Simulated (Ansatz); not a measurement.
Calculated with Ansatz (gas phase, PBE0-D4/def2-TZVP geometries, no zero-point term in ΔE). CBS: MP2 limit from def2 TZ/QZ plus the TZ coupled-cluster correction, frozen cores. This one scheme is used for every species. DFT in def2-TZVPP. B3LYP here is the variant with VWN-RPA as its local correlation; programs differ in this. One conformer a species, not always the lowest.

`C=C[SiH2]S[SiH](F)F` + `C[SiH2]O` → `C=CO[SiH2]C` + `F[SiH](F)S[SiH3]`  (substitution at a C–Si bond)

`C=C[SiH2]S[SiH](F)F`:

Z-matrix (Å, degrees):
```
Si
C 1 1.848
S 1 2.163 2 111.6
H 1 1.484 2 112.8 3 114.7
H 1 1.483 2 109.3 3 -121.9
C 2 1.331 1 121.5 3 116.5
H 2 1.088 1 119.4 3 -62.3
Si 3 2.098 1 99.8 2 -48.4
H 6 1.086 2 122.1 1 -179.4
H 6 1.086 2 121.7 1 0.1
F 8 1.588 3 111.2 1 -40.2
F 8 1.586 3 112.1 1 78.1
H 8 1.471 3 110.2 1 -161.5
```

`C[SiH2]O`:

Z-matrix (Å, degrees):
```
C
Si 1 1.863
H 1 1.093 2 111.0
H 1 1.094 2 110.2 3 119.8
H 1 1.093 2 111.5 3 -120.7
O 2 1.652 1 112.6 3 57.7
H 2 1.492 1 108.9 3 -179.5
H 2 1.483 1 110.6 3 -59.4
H 6 0.957 2 117.7 1 68.6
```

`C=CO[SiH2]C`:

Cartesian coordinates in Å:
```
C -1.009 1.442 -1.022
C -1.586 0.835 0.009
O -1.224 -0.336 0.570
Si 0.099 -1.269 0.183
C 1.689 -0.440 0.672
H -1.411 2.381 -1.376
H -0.153 1.030 -1.544
H -2.452 1.265 0.505
H 0.091 -1.568 -1.275
H -0.113 -2.519 0.950
H 1.702 -0.233 1.745
H 2.536 -1.092 0.441
H 1.831 0.503 0.141
```

`F[SiH](F)S[SiH3]`:

Cartesian coordinates in Å:
```
F -0.140 -1.385 -1.456
Si -0.819 -1.385 -0.021
F 0.203 -2.132 0.932
S -1.190 0.577 0.624
Si 0.698 1.461 0.073
H -2.072 -2.153 -0.065
H 0.676 1.877 -1.348
H 1.798 0.495 0.308
H 0.846 2.644 0.952
```

(1) Is it downhill or uphill in electronic energy at CCSD(T)/CBS, and by how much? (Estimate.)

(2) What do these levels give: PBE-D4, B3LYP-D4, ωB97X-V, B2PLYP, PBE, r2SCAN, B3LYP, HF/def2-TZVPP, CCSD/def2-TZVPP, CCSD(T)/def2-TZVPP, SCS-MP2/def2-QZVPP, CCSD/CBS(def2)? (Best estimate.)

Largest T1 diagnostic among the species: 0.012.

## Answers

(1) The calculation gave: Uphill: ΔE = +71.2 kJ/mol.

(2) Computed: PBE-D4 60.6, B3LYP-D4 62.0, ωB97X-V 60.8, B2PLYP 63.5, PBE 57.9, r2SCAN 61.2, B3LYP 57.9, HF/def2-TZVPP 58.6, CCSD/def2-TZVPP 67.1, CCSD(T)/def2-TZVPP 67.6, SCS-MP2/def2-QZVPP 71.4, CCSD/CBS(def2) 70.7 kJ/mol.

From PBE to PBE0 (25 % exact exchange), in def2-TZVPP and without D4, ΔE moves by +3.0 kJ/mol. In def2-TZVPP, CCSD(T) changes the Hartree–Fock value by +9.1 kJ/mol (the triples alone add +0.5 kJ/mol) and MP2 by +15.1 kJ/mol. The D4 term adds +4.1 kJ/mol with B3LYP and +2.6 kJ/mol with PBE0; it sums over pairs of atoms, weighted by their polarisabilities, and B3LYP, whose exchange is more repulsive, gets the larger term.
